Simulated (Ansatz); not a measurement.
# Counterpoise correction, worked out

The pair of Br⁻ (SMILES [Br-], atom 1) and SiH$_{3}$F (SMILES [SiH3]F, atoms 2–6), both closed shells, in one local arrangement (a lower one may exist), relaxed at PBE0-D4/def2-TZVPD:

```xyz
6
angstrom
Br 0.3195 0.1720 -2.4992
Si -0.0142 -0.0088 0.3644
F -1.4115 -0.7082 -0.0415
H 0.0765 1.4537 0.1556
H 1.2119 -0.8084 0.1450
H -0.1822 -0.1002 1.8757
```

Program: Ansatz 0.2.0. Basis: def2-TZVPPD. Cores are frozen in the correlated methods. Filled d shells of the heavier atoms are correlated. The def2 sets are not built for correlating such inner shells, so the correlated values are less sure here.

MP2 total energies in eV:

| system | geometry | basis functions | energy |
| --- | --- | --- | --- |
| pair | pair | all | -80638.26299 |
| Br⁻ | as in the pair | all (partner as ghosts) | -70008.74267 |
| SiH$_{3}$F | as in the pair | all (partner as ghosts) | -10628.89033 |
| Br⁻ | as in the pair | its own | -70008.67622 |
| SiH$_{3}$F | as in the pair | its own | -10628.87955 |
| Br⁻ | free (PBE0-D4 minimum) | its own | -70008.67622 |
| SiH$_{3}$F | free (PBE0-D4 minimum) | its own | -10629.24909 |

**Question.** Work out the interaction energy with and without the counterpoise correction, the superposition error, and the binding energy from the relaxed fragments.

**Answer.** Without correction: -80638.26299 − (-70008.67622) − (-10628.87955) = -0.70722 eV.
With correction (each fragment in the whole basis): -80638.26299 − (-70008.74267) − (-10628.89033) = -0.62999 eV = -14.53 kcal/mol.
The superposition error is the difference, 0.07723 eV, 11 % of the uncorrected value: each fragment borrows its partner's functions.
Deformation from the free shapes: 0.00000 eV for Br⁻ and 0.36954 eV for SiH$_{3}$F.
Binding energy from relaxed fragments: -0.62999 + 0.00000 + 0.36954 = -0.26045 eV = -6.01 kcal/mol (electronic, without zero-point energy; negative means bound). The deformation is large: the pair is on the way to a chemical bond or a shared proton. For comparison, the corrected interaction energy by CCSD(T) at an estimated basis limit (MP2 extrapolated from triple and quadruple zeta, plus CCSD(T) − MP2 in triple zeta) is -0.694 eV.

The T1 diagnostic stays at or below 0.012.

For scale, one of the runs: CCSD(T)/def2-TZVPPD, 196 basis functions, launched by `ansatz run in.yaml --threads 4 --pin off --events-out ev --progress --plain --max-ram 9574MiB`. Hardware: 4 CPU threads of an Arm Neoverse V1, shared host. Wall time 22 s; peak host memory 1.6 GiB.
